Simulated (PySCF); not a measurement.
## Radial density of C (carbon, neutral)

UHF, [He] 2s1 2p3, high-spin 5S determinant (an excited configuration). Computed with PySCF 2.14 in def2-QZVPPD (8s4p4d2f1g, 63 functions), with no relativity, point nucleus.

```
r (bohr)  4πr²ρ (e/bohr)  4πr²(ρα − ρβ)
 0.00495         0.03621         0.0009
 0.00833         0.09843         0.0023
  0.0140          0.2601         0.0061
  0.0236          0.6567         0.0154
  0.0396           1.534         0.0358
  0.0666           3.152         0.0729
   0.112           5.235         0.1193
   0.189           6.142         0.1477
   0.317           4.198         0.2305
   0.533           1.831         0.8035
   0.897           2.062         2.0049
    1.51           2.132         2.1314
    2.54          0.7419         0.7419
    4.27         0.05753         0.0575
    7.18       0.0005125         0.0005
```
